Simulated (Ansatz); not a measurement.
Abstraction of H: C2H7GaO2 + C3H3O → C2H6GaO2 + C3H4O

Gas-phase species: C2H7GaO2 `C[O][GaH][O]C`, singlet; C3H3O `C#CC[O]`, doublet; C2H6GaO2 `C[O][Ga][O]C`, doublet; C3H4O (propargyl alcohol) `C#CCO`, singlet. A radical takes H: the energy is the difference in strength between the Ga–H bond broken and the O–H bond made.

Shapes, held fixed at every level: PBE0-D4/def2-TZVP. Flexible molecules stand in one conformer, not always the lowest. Programs: Ansatz 0.2.0. The zero-point and thermal change to 298 K, harmonic and unscaled (PBE0-D4/def2-TZVP), is +18.7 kJ/mol.

```
              level                    kind  ΔH(298 K) (kJ/mol)  less CCSD(T)/def2-TZVPP
       MP2/def2-SVP     perturbation theory              -111.5                    -16.9
     MP2/def2-TZVPP     perturbation theory              -126.7                    -32.1
  PBE-D4/def2-TZVPP                     GGA              -100.6                     -6.0
B3LYP-D4/def2-TZVPP           global hybrid               -91.5                     +3.1
BHLYP-D4/def2-TZVPP           global hybrid               -75.4                    +19.2
 wB97M-V/def2-TZVPP  range-separated hybrid               -94.7                     -0.1
  B2PLYP/def2-TZVPP           double hybrid               -98.7                     -4.1
 CCSD(T)/def2-TZVPP   coupled cluster or CI               -94.6                      0.0
```

The highest level, CCSD(T)/def2-TZVPP, gives ΔH(298 K) = -94.6 kJ/mol; the levels span -126.7 to -75.4. The column of differences is taken from that level and isn't an error. No measured value is set beside it here. Open shells run unrestricted. Relativity is left out for Ga. Outer-core shells of Ga are correlated, in sets that cover them unevenly.
